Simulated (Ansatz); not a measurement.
Input for Ansatz (a quantum-chemistry and plane-wave program): U-CCSD(T)/def2-TZVPP on WC, 2S+1 = 3, a spin state set in the input, which need not be the lowest, a point of a bond scan (R = 1.696 Å). Elements past Kr take the def2 small-core potentials; no spin–orbit coupling.

Ansatz 0.2 input:
```yaml
crystal:
  periodic: [false, false, false]
  atoms:
    - {symbol: W, position_ang: [0.00000000, 0.00000000, 0.00000000]}
    - {symbol: C, position_ang: [0.00000000, 0.00000000, 1.69602700]}
basis:
  gaussian:
    orbitals: def2-TZVPP
magnetization: {spin_polarized: true, initial_magnetization: 2}
correlation: {method: ccsd_t, electrons: valence}
output: {orbitals: {seedname: ./end}}
```

Program output:

```
WARN ansatz: RAYON_NUM_THREADS=2 ignored (pool sized by the plan → 2); use --threads N
Functional definition: HF
integrals: 0.12 GiB planned
569 factors; integrals over basis functions are off by at most 1.1e-3 eV
mean field: 0.18 GiB planned
mean field evaluation 1: about -2822.6346 eV, gradient 4.3e1 eV
mean field evaluation 2: about -2822.8303 eV, gradient 4.2e1 eV
mean field evaluation 4: about -2831.1909 eV, gradient 3.4e0 eV
mean field evaluation 8: about -2831.4122 eV, gradient 1.1e0 eV
mean field evaluation 16: about -2831.9769 eV, gradient 8.3e-3 eV
mean field evaluation 32: about -2685.9046 eV, gradient 6.8e2 eV
mean field evaluation 64: about -2831.7003 eV, gradient 1.5e0 eV
mean field evaluation 96: about -2830.2494 eV, gradient 7.3e-3 eV
mean field evaluation 128: about -2830.2494 eV, gradient 4.4e-5 eV
mean field evaluation 160: about -2831.2273 eV, gradient 7.1e0 eV
mean field evaluation 192: about -2830.4294 eV, gradient 2.1e0 eV
mean field evaluation 224: about -2827.9706 eV, gradient 3.4e0 eV
mean field evaluation 256: about -2831.3422 eV, gradient 7.5e-4 eV
mean field evaluation 288: about -2830.5105 eV, gradient 9.8e-6 eV
mean field evaluation 320: about -2830.5407 eV, gradient 7.4e-1 eV
mean field evaluation 352: about -2831.9374 eV, gradient 1.1e0 eV
mean field evaluation 384: about -2827.6980 eV, gradient 2.4e1 eV
mean field evaluation 416: about -2828.8957 eV, gradient 2.3e0 eV
mean field evaluation 448: about -2827.2361 eV, gradient 2.4e1 eV
mean field evaluation 480: about -2828.8134 eV, gradient 7.0e0 eV
mean field evaluation 512: about -2830.2078 eV, gradient 4.2e-1 eV
mean field evaluation 544: about -2829.3636 eV, gradient 5.1e0 eV
mean field evaluation 576: about -2831.9765 eV, gradient 7.1e-2 eV
mean field evaluation 608: about -2830.3208 eV, gradient 1.6e0 eV
mean field evaluation 640: about -2831.3422 eV, gradient 3.2e-2 eV
mean field evaluation 672: about -2830.1957 eV, gradient 5.2e-2 eV
mean field evaluation 704: about -2830.7556 eV, gradient 6.4e-2 eV
mean field evaluation 736: about -2830.7639 eV, gradient 1.9e-1 eV
mean field evaluation 768: about -2830.2066 eV, gradient 8.9e0 eV
mean field evaluation 800: about -2828.9129 eV, gradient 1.1e0 eV
mean field evaluation 832: about -2830.8331 eV, gradient 9.7e-4 eV
mean field evaluation 864: about -2830.0761 eV, gradient 8.7e-1 eV
mean field evaluation 896: about -2829.9961 eV, gradient 3.4e-2 eV
mean field evaluation 928: about -2830.0034 eV, gradient 1.8e-1 eV
mean field evaluation 960: about -2831.3725 eV, gradient 1.9e-1 eV
mean field evaluation 992: about -2831.3737 eV, gradient 6.1e-1 eV
mean field evaluation 1024: about -2831.3887 eV, gradient 4.1e-1 eV
mean field evaluation 1056: about -2831.3908 eV, gradient 1.6e-1 eV
mean field evaluation 1088: about -2827.3349 eV, gradient 2.6e1 eV
mean field evaluation 1120: about -2827.7912 eV, gradient 2.4e1 eV
mean field evaluation 1152: about -2827.4875 eV, gradient 1.4e1 eV
mean field evaluation 1184: about -2827.9344 eV, gradient 1.0e1 eV
mean field evaluation 1216: about -2830.2494 eV, gradient 7.3e-6 eV
mean field -2832.49089952 eV, -104.0921206261 hartree, gradient 2.5e-6 eV, S^2 3.810753; 26 other end points of the search recorded, 0 dependent functions left out
determinant -2832.49089952 eV, -104.0921206261 hartree, with singles and doubles -2845.79979567 eV, -104.5812135385 hartree
determinant -2831.97685711 eV, -104.0732299160 hartree, with singles and doubles -2846.14006601 eV, -104.5937182427 hartree
determinant -2831.34222515 eV, -104.0499076214 hartree, with singles and doubles -2844.77145477 eV, -104.5434227075 hartree
determinant -2830.83305314 eV, -104.0311958952 hartree, with singles and doubles -2844.86924569 eV, -104.5470164574 hartree
determinant -2830.64178252 eV, -104.0241668297 hartree, with singles and doubles -2844.91231584 eV, -104.5485992563 hartree
determinant -2830.51053426 eV, -104.0193435451 hartree, with singles and doubles -2844.06090136 eV, -104.5173103512 hartree
determinant -2830.49326034 eV, -104.0187087401 hartree, with singles and doubles -2843.61891835 eV, -104.5010677753 hartree
determinant -2830.24944175 eV, -104.0097485725 hartree, with singles and doubles -2844.78424882 eV, -104.5438928801 hartree
determinant -2830.19504664 eV, -104.0077495888 hartree, with singles and doubles -2844.38341341 eV, -104.5291624505 hartree
determinant -2829.41484996 eV, -103.9790778899 hartree, with singles and doubles -2843.77996033 eV, -104.5069859590 hartree
determinant -2832.49089952 eV, -104.0921206261 hartree, with singles and doubles -2845.90192583 eV, -104.5849667527 hartree
determinant -2831.97685711 eV, -104.0732299160 hartree, with singles and doubles -2846.23321445 eV, -104.5971413847 hartree
1 core orbitals not correlated
reference -2831.97685711 eV, -104.0732299160 hartree; 10, 8 occupied and 76, 78 virtual orbitals, 569 factors
second order -13.69799378 eV of doubles, -0.00000000 eV of singles
coupled cluster: 0.43 GiB planned
cycle   1  -14.25635691 eV  change    4.3e-7 eV  update   3.3e-6
coupled cluster: 0.44 GiB planned
perturbative correction -0.88087709 eV, -0.0323716360 hartree
Total energy: -2847.11409111 eV, -104.6295130050 hartree
```

The calculation finished and met its thresholds. Its determinant has ⟨S²⟩ = 3.00, a mixture of spin states.

Cost: around 100 core-seconds (rough).
